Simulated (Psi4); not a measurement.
C₂H₆AuClS, charge -1, doublet, at the geometry of the source list (the multiplicity is a formal guess) (core potentials on Au) (a gas-phase anion, which may not be bound at this level); Psi4 1.11 with PBE/def2-SV(P).

Here is a job for Psi4.
```
memory 2 GB

molecule {
-1 2
Au
Cl 1 2.245645
C  1 3.287941 2 145.966087
S  3 1.822066 1 44.295828 2 -177.053549
C  4 1.822158 3 99.111647 1 105.744740
H  3 1.085012 4 110.048040 5 55.715997
H  3 1.086147 6 110.980800 4 120.107657
H  3 1.084887 6 110.125358 7 122.102933
H  5 1.084911 4 110.048918 3 -55.716100
H  5 1.084879 9 110.130402 4 117.795133
H  5 1.086168 10 110.032557 9 -122.659875
}

set basis def2-sv(p)
set reference uks

energy('pbe')
print_variables()
```

The log (banner, timings and long lists left out):

```
   => Loading Basis Set <=

    Name: DEF2-SV(P)
    Role: ORBITAL
    Keyword: BASIS

    !!!  WARNING: ECP capability is in beta. Please check occupations closely.  !!!

         ---------------------------------------------------------
                                   SCF
               by Justin Turney, Rob Parrish, Andy Simmonett
                          and Daniel G. A. Smith
                              UKS Reference
         ---------------------------------------------------------

  ==> Geometry <==

    Molecular point group: c1
    Full point group: C1

    Geometry (in Angstrom), charge = -1, multiplicity = 2:

       Center              X                  Y                   Z               Mass
    ------------   -----------------  -----------------  -----------------  -----------------
         AU           0.103415033423    -0.090231627358     0.269010286374   196.966568790000
         CL           0.103415033423    -0.090231627358     2.514655286374    34.968852682000
         C            0.103415033423     1.749974723801    -2.455727610129    12.000000000000
         S            0.038007076113    -0.033031385877    -2.086220478498    31.972071174400
         C           -1.719684749965    -0.340006848474    -2.455740825527    12.000000000000
         H           -0.639241916134     2.279161047953    -1.867787536866     1.007825032230
         H           -0.071469428554     1.888213043739    -3.518752020699     1.007825032230
         H            1.099239701070     2.092598770679    -2.195109505275     1.007825032230
         H           -2.344784874493     0.323830071265    -1.867861368301     1.007825032230
         H           -1.923882516322    -1.373164807618    -2.195259831378     1.007825032230
         H           -1.880322873189    -0.185581518281    -3.518806738340     1.007825032230

  Running in c1 symmetry.

  Rotational constants: A =      0.18749  B =      0.02787  C =      0.02622 [cm^-1]
  Rotational constants: A =   5620.69565  B =    835.46625  C =    785.93847 [MHz]
  Nuclear repulsion =  369.763868011895227

  Charge       = -1
  Multiplicity = 2
  Electrons    = 71
  Nalpha       = 36
  Nbeta        = 35

  ==> Algorithm <==

  SCF Algorithm Type is DF.
  DIIS enabled.
  MOM disabled.
  Fractional occupation disabled.
  Guess Type is SAD.
  Energy threshold   = 1.00e-06
  Density threshold  = 1.00e-06
  Integral threshold = 1.00e-12

  ==> Primary Basis <==

  Basis Set: DEF2-SV(P)
    Blend: DEF2-SV(P)
    Number of shells: 51
    Number of basis functions: 101
    Number of Cartesian functions: 107
    Spherical Harmonics?: true
    Max angular momentum: 2

  Core potential: DEF2-SV(P)
    Number of shells: 4
    Number of ECP primitives: 14
    Number of ECP core electrons: 60
    Max angular momentum: 3

  ==> DFT Potential <==

   => LibXC <=

    Version 7.1.2
    S. Lehtola, C. Steigemann, M. J. T. Oliveira, and M. A. L. Marques,  SoftwareX 7, 1–5 (2018) (10.1016/j.softx.2017.11.002)

   => Composite Functional: PBE <=

    PBE GGA Exchange-Correlation Functional

    J.P. Perdew et. al., Phys. Rev. Lett., 77(18), 3865-3868, 1996

    Deriv               =              1
    GGA                 =           TRUE
    Meta                =          FALSE

    Exchange Hybrid     =          FALSE
    MP2 Hybrid          =          FALSE

   => Exchange Functionals <=

    1.0000     XC_GGA_X_PBE

   => Correlation Functionals <=

    1.0000     XC_GGA_C_PBE

   => LibXC Density Thresholds  <==

    XC_GGA_C_PBE:  1.00E-12
    XC_GGA_X_PBE:  1.00E-15

   => Molecular Quadrature <=

    Radial Scheme          =       TREUTLER
    Pruning Scheme         =           NONE
    Nuclear Scheme         =       TREUTLER

    Blocking Scheme        =         OCTREE
    BS radius alpha        =              1
    Pruning alpha          =              1
    Radial Points          =             75
    Spherical Points       =            302
    Total Points           =         235607
    Total Blocks           =           1810
    Max Points             =            256
    Max Functions          =             95
    Weights Tolerance      =       1.00E-15

   => Loading Basis Set <=

    Name: (DEF2-SV(P) AUX)
    Role: JKFIT
    Keyword: DF_BASIS_SCF

  ==> Integral Setup <==

  SCF_SUBTYPE=INCORE selected. In-core MEM_DF algorithm will be used.
  Using in-core AOs.

  ==> MemDFJK: Density-Fitted J/K Matrices <==

    J tasked:                   Yes
    K tasked:                    No
    wK tasked:                   No
    Algorithm:                 Core
    Schwarz Cutoff:           1E-12
    Mask sparsity (%):       8.0188
    Fitting Condition:        1E-10

   => Auxiliary Basis Set <=

  Basis Set: (DEF2-SV(P) AUX)
    Blend: DEF2-UNIVERSAL-JKFIT
    Number of shells: 213
    Number of basis functions: 761
    Number of Cartesian functions: 973
    Spherical Harmonics?: true
    Max angular momentum: 6

  Minimum eigenvalue in the overlap matrix is 5.2757788133E-03.
  Reciprocal condition number of the overlap matrix is 9.1954782813E-04.
    Using symmetric orthogonalization.

  ==> Pre-Iterations <==

  SCF Guess: Superposition of Atomic Densities via on-the-fly atomic UHF (no occupation information).

   -------------------------
    Irrep   Nso     Nmo
   -------------------------
     A        101     101
   -------------------------
    Total     101     101
   -------------------------

  ==> Iterations <==

                           Total Energy        Delta E     RMS |[F,P]|

   @DF-UKS iter SAD: -1072.61532366323718   -1.07262e+03   0.00000e+00
   @DF-UKS iter   1: -1072.59663521191214    1.86885e-02   1.01695e-02 ADIIS/DIIS
   @DF-UKS iter   2: -1071.54333667158244    1.05330e+00   1.55267e-02 ADIIS/DIIS
   @DF-UKS iter   3: -1073.12688503821391   -1.58355e+00   3.04803e-03 ADIIS/DIIS
   @DF-UKS iter   4: -1073.12647766617761    4.07372e-04   2.99219e-03 ADIIS/DIIS
   @DF-UKS iter   5: -1073.18714131282013   -6.06636e-02   8.51601e-04 ADIIS/DIIS
   @DF-UKS iter   6: -1073.19077020425561   -3.62889e-03   3.37562e-04 ADIIS/DIIS
   @DF-UKS iter   7: -1073.19100888549588   -2.38681e-04   3.01380e-04 ADIIS/DIIS
   @DF-UKS iter   8: -1073.18998030233752    1.02858e-03   3.94470e-04 ADIIS/DIIS
   @DF-UKS iter   9: -1073.19175837977309   -1.77808e-03   5.12945e-05 DIIS
   @DF-UKS iter  10: -1073.19177933951892   -2.09597e-05   2.30292e-05 DIIS
   @DF-UKS iter  11: -1073.19178302301202   -3.68349e-06   9.51731e-06 DIIS
   @DF-UKS iter  12: -1073.19178360757292   -5.84561e-07   4.10976e-06 DIIS
   @DF-UKS iter  13: -1073.19178363604760   -2.84747e-08   3.45950e-06 DIIS
   @DF-UKS iter  14: -1073.19178368467146   -4.86239e-08   2.65992e-06 DIIS
   @DF-UKS iter  15: -1073.19178371894350   -3.42720e-08   1.89269e-06 DIIS
   @DF-UKS iter  16: -1073.19178374529110   -2.63476e-08   9.37960e-07 DIIS
  Energy and wave function converged.

  ==> Post-Iterations <==

   Electrons on quadrature grid:
      Nalpha   =   35.9999826318 ; deviation = -1.737e-05
      Nbeta    =   34.9999939640 ; deviation = -6.036e-06
      Ntotal   =   70.9999765958 ; deviation = -2.340e-05

   @Spin Contamination Metric:   1.154913811E-03
   @S^2 Expected:                7.500000000E-01
   @S^2 Observed:                7.511549138E-01
   @S   Expected:                5.000000000E-01
   @S   Observed:                5.000000000E-01

    Orbital Energies [Eh]
    ---------------------

    Alpha Occupied:

[...]
    Alpha Virtual:

[...]
    Beta Occupied:

[...]
    Beta Virtual:

[...]
    Final Occupation by Irrep:
              A
    DOCC [    35 ]
    SOCC [     1 ]
    NA   [    36 ]
    NB   [    35 ]

  @DF-UKS Final Energy: -1073.19178374529110

   => Energetics <=

    Nuclear Repulsion Energy =            369.7638680118952266
    One-Electron Energy =               -2278.5489234169090196
    Two-Electron Energy =                 915.2150938870213395
    DFT Exchange-Correlation Energy =     -79.6218222272987219
    Empirical Dispersion Energy =           0.0000000000000000
    VV10 Nonlocal Energy =                  0.0000000000000000
    Total Energy =                      -1073.1917837452911044

  UHF NO Occupations:
  HONO-2 :   34  A 1.9999092
  HONO-1 :   35  A 1.9997230
  HONO-0 :   36  A 1.0000000
  LUNO+0 :   37  A 0.0002770
  LUNO+1 :   38  A 0.0000908
  LUNO+2 :   39  A 0.0000822
  LUNO+3 :   40  A 0.0000381

Computation Completed

Properties will be evaluated at   0.000000,   0.000000,   0.000000 [a0]

Properties computed using the SCF density matrix

 Multipole Moments:

 ------------------------------------------------------------------------------------
     Multipole            Electronic (a.u.)      Nuclear  (a.u.)        Total (a.u.)
 ------------------------------------------------------------------------------------

 L = 1.  Multiply by 2.5417464519 to convert [e a0] to [Debye]
 Dipole X            :         20.7570257          -21.0270313           -0.2700056
 Dipole Y            :        -18.1085834           18.3455049            0.2369215
 Dipole Z            :         55.8213399          -56.9782284           -1.1568885
 Magnitude           :                                                    1.2113735

 ------------------------------------------------------------------------------------

  Variable Map:
  ----------------------------------------------------------------------------
[...]
  Array Variable Map:
  ----------------------------------------------------------------------------
[...]
[...]
```
